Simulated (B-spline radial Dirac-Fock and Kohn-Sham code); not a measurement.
# Auger decay of the 2p3/2 hole in Pr⁵⁺

System: praseodymium as Pr⁵⁺, 1s2 2s2 2p6 3s2 3p6 3d10 4s2 4p6 4d10 5s2 5p6, inside a Watson sphere of charge -5 and radius 2.7 Å (a model of the Madelung potential; inside it an electron's potential energy is raised by 26.7 eV).

The computed values come from a radial atomic solver: independent-particle radiative and Coulomb Auger rates from relativistic LDA hole-state orbitals, with Dirac-Fock energies. Kinetic energies are configuration averages from the vacuum level; the two-hole energies are estimated from single-hole states.

| transition | kinetic energy (eV) | width (meV) | share (%) |
| --- | --- | --- | --- |
| L3-M1M3 | 3095.0 | 85.2 | 2.9 |
| L3-M2M3 | 3258.3 | 145 | 5.0 |
| L3-M3M3 | 3354.4 | 195 | 6.7 |
| L3-M2M5 | 3566.9 | 89.4 | 3.1 |
| L3-M3M4 | 3644.7 | 208 | 7.1 |
| L3-M3M5 | 3668.1 | 309 | 10.6 |
| L3-M4M5 | 3952.6 | 605 | 20.8 |
| L3-M5M5 | 3974.0 | 403 | 13.8 |
| L3-M5N4 | 4826.6 | 99.1 | 3.4 |
| L3-M5N5 | 4831.2 | 124 | 4.3 |

The listed channels hold 78 % of the non-radiative rate. Summed by principal shells, of 2.91 eV in all: LMM 72.2 %, LMN 23.8 %, LNN 2.0 %, LMO 1.8 %, LNO 0.3 %.
